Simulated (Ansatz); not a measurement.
`[OH][Cd][Cl]` + H₂O → `[OH][Cd][OH]` + HCl at 298.15 K and 1 bar (formal hydrolysis of a Cd–Cl bond).

Gas-phase electronic energies from Ansatz, PBE0-D4/def2-TZVP geometries. CCSD(T)/CBS is the MP2 limit (def2-TZVPP, def2-QZVPP) plus CCSD(T) − MP2 in def2-TZVPP, frozen cores. This one scheme is used for every species. Elements past krypton have def2 core potentials. For Cd outer-core shells are correlated without core-valence functions, which leaves a few kJ/mol of doubt a bond. Each species was taken in one conformer, which may not be the lowest.

```json
{"species": "`[OH][Cd][Cl]`", "CCSD(T)/CBS energy (Eh)": "-703.31715", "H − E (kJ/mol)": "50.4", "S (J/(mol·K))": "298.8"}
{"species": "H₂O", "CCSD(T)/CBS energy (Eh)": "-76.37941", "H − E (kJ/mol)": "66.4", "S (J/(mol·K))": "188.7"}
{"species": "`[OH][Cd][OH]`", "CCSD(T)/CBS energy (Eh)": "-319.27020", "H − E (kJ/mol)": "82.3", "S (J/(mol·K))": "296.5"}
{"species": "HCl", "CCSD(T)/CBS energy (Eh)": "-460.38127", "H − E (kJ/mol)": "26.6", "S (J/(mol·K))": "186.8"}
```

H − E and S are ideal-gas, rigid-rotor, harmonic terms from PBE0-D4/def2-TZVP, for one conformer and one mirror image of each species. 1 Eh = 2625.50 kJ/mol, R = 8.31446 J/(mol·K).

Task: By hand: ΔE, ΔH, ΔS and ΔG.

Result: ΔE = (-319.27020) + (-460.38127) − (-703.31715) − (-76.37941) = 0.04509 Eh = 118.4 kJ/mol. Δ(H − E) = 82.3 + 26.6 − 50.4 − 66.4 = -7.9, so ΔH = 110.5 kJ/mol. ΔS = 296.5 + 186.8 − 298.8 − 188.7 = -4.2 J/(mol·K). ΔG = 110.5 − 298.15 × (-4.2)/1000 = 111.8 kJ/mol.

Task: By hand: the equilibrium constant, and the temperature at which ΔG would vanish if ΔH and ΔS stayed fixed.

Result: log₁₀ K = −ΔG/(RT ln 10) = -19.6. ΔH and −TΔS have one sign here, so there is no such temperature.

The number of gas molecules stays the same, so ΔS is small and ΔH decides. A doubt of 5 kJ/mol in ΔE shifts log₁₀ K by 0.9 here. Other conformers and mirror images would add mixing entropy, several J/(mol·K) or more a flexible species. These are equilibria of isolated gas molecules and say nothing of rates. Largest T1 diagnostic: 0.017 (customary marks: 0.02 for closed shells, 0.045 for open ones).

ΔS is within the doubt of such terms, so its sign, and with it that verdict, could turn.
